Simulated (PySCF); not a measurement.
Precursor series Zn NH2-SH. Isolated molecules, 0 K electronic values unless said otherwise. One relaxed conformer stands for each flexible species; it need not be the lowest.

The numbers are results of PySCF with B3LYP-D3(BJ)/def2-TZVP // TPSS-D3(BJ)/def2-SVP, not measurements. B3LYP has the VWN-RPA correlation part, as in Gaussian. 

```tsv
species	mean distance from the central atom to its bonded neighbours (Å)	HOMO (eV)	LUMO (eV)	charge on the central atom (meta-Löwdin) (e)
0 of 2 NH2 replaced by SH ([Zn(NH2)2])	1.829	-6.61	-0.75	1.12
1 of 2 NH2 replaced by SH ([Zn(NH2)(SH)])	2.006	-6.96	-1.07	1.10
2 of 2 NH2 replaced by SH ([Zn(SH)2])	2.182	-7.25	-1.36	1.08
```
